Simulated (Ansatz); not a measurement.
`CO[SiH2][SiH3]` and `[CH3][AlH][O][SiH2][SiH3]` differ in one atom or group.

Ansatz, PBE0-D4/def2-TZVP geometries, multiplicity 1. Each molecule was computed in one conformer, which needn't be the lowest.

```json
{"property": "HOMO energy (ωB97M-V/def2-TZVPP) / eV", "`CO[SiH2][SiH3]`": "-10.19"}
{"property": "size of the dipole moment (PBE/def2-TZVPP) / D", "`CO[SiH2][SiH3]`": "1.06"}
{"property": "size of the dipole moment (B3LYP/def2-TZVPP) / D", "`CO[SiH2][SiH3]`": "1.13"}
{"property": "HOMO–LUMO gap (PBE0/def2-TZVPP) / eV", "`CO[SiH2][SiH3]`": "7.92"}
{"property": "size of the dipole moment (ωB97M-V/def2-TZVPP) / D", "`CO[SiH2][SiH3]`": "1.13"}
{"property": "HOMO energy (PBE0/def2-TZVPP) / eV", "`CO[SiH2][SiH3]`": "-8.12"}
```

Q: What does the change do to each property? (Estimate.)

A: Computed: 
| property | `[CH3][AlH][O][SiH2][SiH3]` | shift |
| --- | --- | --- |
| HOMO energy (ωB97M-V/def2-TZVPP) / eV | -9.70 | 0.49 |
| size of the dipole moment (PBE/def2-TZVPP) / D | 1.03 | -0.03 |
| size of the dipole moment (B3LYP/def2-TZVPP) / D | 1.00 | -0.13 |
| HOMO–LUMO gap (PBE0/def2-TZVPP) / eV | 6.83 | -1.09 |
| size of the dipole moment (ωB97M-V/def2-TZVPP) / D | 1.01 | -0.12 |
| HOMO energy (PBE0/def2-TZVPP) / eV | -7.60 | 0.52 |

With PBE0 the HOMO rises by 0.52 eV and the LUMO falls by 0.56 eV, so the gap narrows by about 1.08 eV. PBE moves the HOMO by 0.28 eV and ωB97M-V by 0.49 eV. Dipoles are sizes alone; their direction can turn.

B3LYP here is the variant with VWN-RPA as its local correlation; programs differ in this.
